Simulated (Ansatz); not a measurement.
Born–Oppenheimer molecular dynamics of C2H5AlClNSi (11 atoms, charge 0, multiplicity 1). It starts from a relaxed structure.

All numbers below come from RKS PBE-D4/STO-3G in Ansatz 0.2.0.

- ensemble: NVE (velocity Verlet)
- time step: 0.5 fs
- steps asked: 166
- starting velocities drawn for: 400 K
- seed: 991991

First frame:

```xyz
11
Properties=species:S:1:pos:R:3
Cl 0.914 -2.740 -1.592
C 0.365 -1.220 -0.719
C 1.253 -0.523 0.032
Si 0.509 0.999 0.845
N -1.148 0.884 0.255
Al -1.418 -0.496 -0.773
H 2.311 -0.812 0.158
H 0.608 0.936 2.304
H 1.188 2.224 0.420
H -1.830 1.617 0.548
H -2.686 -0.926 -1.458
```

Problem. How far do the bonds stretch over the last three quarters of this one trajectory? (Pairs bonded in most of those frames.)

Solution. 
```
   bond  mean (Å)  spread (Å)  shortest  longest
 Cl1–C2     1.847       0.022      1.82     1.88
  C2–C3     1.357       0.005      1.35     1.37
 C2–Al6     1.937       0.028      1.89     1.98
 C3–Si4     1.873       0.020      1.83     1.90
  C3–H7     1.108       0.018      1.08     1.14
 Si4–N5     1.760       0.025      1.72     1.81
 Si4–H8     1.466       0.002      1.46     1.47
 Si4–H9     1.464       0.006      1.45     1.47
 N5–Al6     1.737       0.015      1.71     1.75
 N5–H10     1.044       0.005      1.04     1.05
Al6–H11     1.504       0.003      1.50     1.51
```

Mean temperature of the second half: 171 K. The conserved energy stayed within 0.072 meV per atom of its start (net change 0.052 meV per atom), so the integration is sound. The temperature averaged 0.43 of the 400 K drawn at the start: a run that starts near a minimum puts about half its kinetic energy into the potential. A run of 0.083 ps of so small a system gives no equilibrium averages. Limits of this set-up: minimal basis.

The run took 5.2 min on 1 thread of Arm Neoverse V2, on a shared host, peak memory 0.088 GiB.
